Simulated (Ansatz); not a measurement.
Reaction (ligand exchange at the Si–O bond): `O[SiH](F)F` + `C=N` → `C=N[SiH](F)F` + H₂O

Gas-phase electronic energies from Ansatz, PBE0-D4/def2-TZVP geometries. CBS: MP2 limit from def2 TZ/QZ plus the TZ coupled-cluster correction, frozen cores. This one scheme is used for every species. Functionals use def2-TZVPP. B3LYP here is the variant with VWN-RPA as its local correlation; programs differ in this. HSE06 is defined as in plane-wave codes. Each species was taken in one conformer, which may not be the lowest.

| level | ΔE (kJ/mol) | difference from CCSD(T)/CBS |
| --- | --- | --- |
| LDA (SPW92) | 65.5 | -0.8 |
| PBE-D4 | 62.3 | -4.0 |
| revPBE-D4 | 59.4 | -6.9 |
| BLYP-D4 | 63.6 | -2.7 |
| r2SCAN-D4 | 68.2 | 1.9 |
| B97M-V | 70.1 | 3.8 |
| B3LYP-D4 | 65.5 | -0.8 |
| r2SCANh-D4 | 68.2 | 1.9 |
| r2SCAN0-D4 | 68.3 | 2.0 |
| HSE06-D4 | 63.8 | -2.5 |
| BHLYP-D4 | 67.9 | 1.6 |
| CAM-B3LYP-D4 | 69.1 | 2.8 |
| ωB97X-V | 67.9 | 1.6 |
| B2PLYP | 70.2 | 3.9 |
| PBE-QIDH | 67.7 | 1.4 |
| PBE | 65.4 | -0.9 |
| revPBE | 65.5 | -0.8 |
| BLYP | 69.8 | 3.5 |
| PBE0 | 66.6 | 0.3 |
| B3LYP | 70.4 | 4.1 |
| r2SCANh | 69.2 | 2.9 |
| r2SCAN0 | 69.3 | 3.0 |
| HSE06 | 66.4 | 0.1 |
| BHLYP | 72.1 | 5.8 |
| CAM-B3LYP | 72.0 | 5.7 |
| LC-ωPBE | 68.8 | 2.5 |
| RPA@PBE/def2-TZVPP | 69.3 | 3.0 |
| MP2/def2-SVP | 70.2 | 3.9 |
| CCSD/def2-SVP | 72.0 | 5.7 |
| HF/def2-TZVPP | 74.7 | 8.4 |
| MP2/def2-TZVPP | 67.9 | 1.6 |
| SCS-MP2/def2-TZVPP | 70.1 | 3.8 |
| CCSD/def2-TZVPP | 71.3 | 5.0 |
| CCSD(T)/def2-TZVPP | 70.0 | 3.7 |
| HF/def2-QZVPP | 74.5 | 8.2 |
| MP2/def2-QZVPP | 65.7 | -0.6 |
| SCS-MP2/def2-QZVPP | 68.0 | 1.7 |
| HF/CBS(def2) | 74.4 | 8.1 |
| MP2/CBS(def2) | 64.2 | -2.1 |
| CCSD/CBS(def2) | 67.6 | 1.3 |
| CCSD(T)/CBS | 66.3 | 0 |

Task: What do rigid-rotor, harmonic-oscillator terms from PBE0-D4/def2-TZVP frequencies (298.15 K, 1 bar) make of the CCSD(T)/CBS value? (Best estimate.)

Result: The calculation gave: ΔZPE = -4.5 kJ/mol, ΔH = +64.3 kJ/mol, ΔS = -12 J/(mol·K), ΔG = +68.0 kJ/mol.

Largest T1 diagnostic among the species: 0.013.

Leaving LDA and LC-ωPBE aside and taking each functional with its dispersion term where it has one, the values spread over 10.8 kJ/mol, from revPBE-D4 to B2PLYP. In def2-TZVPP, CCSD(T) changes the Hartree–Fock value by −4.7 kJ/mol (the triples alone add −1.3 kJ/mol) and MP2 by −6.8 kJ/mol. At CCSD(T), def2-SVP lies +4.7 kJ/mol from the extrapolated value and def2-TZVPP +3.7 kJ/mol.
